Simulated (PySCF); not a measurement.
A side-by-side comparison of computed properties.

First species: C3H9NOSi2.
Atom-mapped SMILES: `[O:1]=[CH:2][NH:3]/[C:4]([SiH3:5])=[CH:6]/[SiH3:7]` (hydrogens: H8 on C2; H9 on N3; H10, H11, H12 on Si5; H13 on C6; H14, H15, H16 on Si7)

Second species: C3H3F2O (charge +1).
SMILES with atom numbers: `[O+:1]#[C:2][CH2:3][CH:4]([F:5])[F:6]` (hydrogens: H7, H8 on C3; H9 on C4)

Levels: PBE0/def2-SVPD for HOMO energy, LUMO energy, HOMO–LUMO gap, static isotropic polarisability and electronic spatial extent ⟨r²⟩ about the centre of nuclear charge; TDDFT PBE0/def2-SVPD for lowest singlet excitation; TDA PBE0/def2-SVPD for lowest triplet excitation (Tamm–Dancoff); ΔSCF PBE0/def2-SVPD for vertical ionisation energy; PBE0-D3(BJ)/def2-SVP for rotational constant A and rotational constant C. Geometries: PBE0-D3(BJ)/def2-SVP. Each structure is a single optimised conformer of the isolated species, non-relativistic unless stated. Electronic properties by PySCF.

Dipoles, sizes and rotational constants follow the conformer. The torsions of the flexible species, by atom-mapped SMILES:
- `[O:1]=[CH:2][NH:3]/[C:4]([SiH3:5])=[CH:6]/[SiH3:7]`: O1–C2–N3–C4 0°, C2–N3–C4–Si5 -3°
- `[O+:1]#[C:2][CH2:3][CH:4]([F:5])[F:6]`: C2–C3–C4–F5 47°

(1) Which of the two has the higher HOMO–LUMO gap, and by how much?

(2) Which has the higher vertical ionisation energy?

(3) Which has the higher HOMO energy?

(4) Which of the two has the higher rotational constant C, and by how much?

(5) Which has the higher LUMO energy?

(6) Which has the higher S1 energy?

(7) Which of the two has the higher T1 energy, and by how much?

(8) Which of the two has the higher static isotropic polarisability, and by how much?

## Answers

(1) The second: 7.20 eV against 5.74 eV, a difference of 1.46 eV.

(2) The second: 18.39 eV against 8.81 eV, a difference of 9.58 eV.

(3) The first: -7.12 eV against -15.82 eV, a difference of 8.70 eV.

(4) The second: 1.809 GHz against 0.789 GHz, a difference of 1.020 GHz.

(5) The first: -1.38 eV against -8.62 eV, a difference of 7.24 eV.

(6) The second: 6.04 eV against 5.16 eV, a difference of 0.88 eV.

(7) The second: 5.50 eV against 3.33 eV, a difference of 2.17 eV.

(8) The first: 109.1 au against 36.4 au, a difference of 72.7 au.

On the first: The vertical singlet–triplet gap S1 − T1 is 1.83 eV (TDDFT singlet less Tamm–Dancoff triplet; S1: HOMO−1→LUMO, weight 0.62; T1: HOMO→LUMO, weight 0.93). The ΔSCF ionisation energy exceeds −ε(HOMO) by 1.69 eV with PBE0.

On the second: The ΔSCF ionisation energy exceeds −ε(HOMO) by 2.57 eV with PBE0. The vertical singlet–triplet gap S1 − T1 is 0.54 eV (TDDFT singlet less Tamm–Dancoff triplet; S1: HOMO→LUMO+1, weight 0.98; T1: HOMO→LUMO, weight 0.97).
